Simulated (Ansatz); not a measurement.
A run for Ansatz (a first-principles code): R-wB97X-V/def2-TZVPPD on HF (SMILES F) with ghost functions, monomers drawn apart or pushed together. Files ending in .json are basis or fitting sets from the Basis Set Exchange.

Ansatz 0.2 input:
```yaml
crystal:
  periodic: [false, false, false]
  atoms:
    - {symbol: F, position_ang: [-1.43686622, -1.15649007, 4.46011035]}
    - {symbol: H, position_ang: [-0.54620591, -1.37812608, 4.25672740]}
basis:
  gaussian:
    orbitals: def2-TZVPPD.json
    ghost_atoms:
      - {symbol: Cl, position_ang: [1.84301533, -0.75688818, 1.44602340]}
      - {symbol: Bi, position_ang: [0.26125346, 0.58006264, 0.01951290]}
      - {symbol: H, position_ang: [-0.56858731, -0.88407077, -0.61333565]}
      - {symbol: H, position_ang: [1.38252755, 0.53930461, -1.39424110]}
hamiltonian:
  xc: {name: wB97X-V}
scf: {lower_state_search: off}
```

The head of its log:

```
WARN ansatz: RAYON_NUM_THREADS=1 ignored (pool sized by the plan → 1); use --threads N
Functional definition: wB97X-V
these checks for a lower state are left out or cut short: stability, starts, cluster_reference, orbital_swaps, neighbouring_geometries, increment
integrals: 0.14 GiB planned
988 factors; their error is unknown
integrals: 0.18 GiB planned
256 factors; integrals over basis functions are off by at most 3.5e-5 eV
mean field: 0.90 GiB planned
mean field evaluation 1: about -2732.2697 eV, gradient 3.0e1 eV
mean field evaluation 2: about -2732.1762 eV, gradient 3.4e1 eV
```

Q: Give the final energy of this run.

A: -100.4563 hartree.
